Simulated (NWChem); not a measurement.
Species: SiH$_{4}$TeS; SMILES [SiH3][Te]S

```xyz
7

Te     0.6876    -0.0446    -0.0067
S     -1.0517    -1.7459    -0.0512
H     -1.1777    -1.8685     1.2902
Si    -0.9895     1.8233    -0.0076
H     -0.2117     3.1004    -0.0088
H     -1.8395     1.7504     1.2167
H     -1.8472     1.7447    -1.2247
```
Atoms are numbered in this order, from 1.

All runs: NWChem. Medium grid unless said otherwise, to which SCAN and Minnesota functionals are sensitive. Coordinates come from a PBE0/def2-SVP optimisation. def2 effective core potentials on Te; no spin-orbit coupling.

For level B3LYP/def2-SVP:

| Item | Value |
|---|---|
| highest occupied level (eV) | -6.30 |
| orbital gap (eV) | 4.24 |
| dipole (D) | 1.21 |

Task: Estimate the same quantities for level M06-L/def2-SVP.

Result: highest occupied level (eV): -5.62
orbital gap (eV): 3.08
dipole (D): 1.40
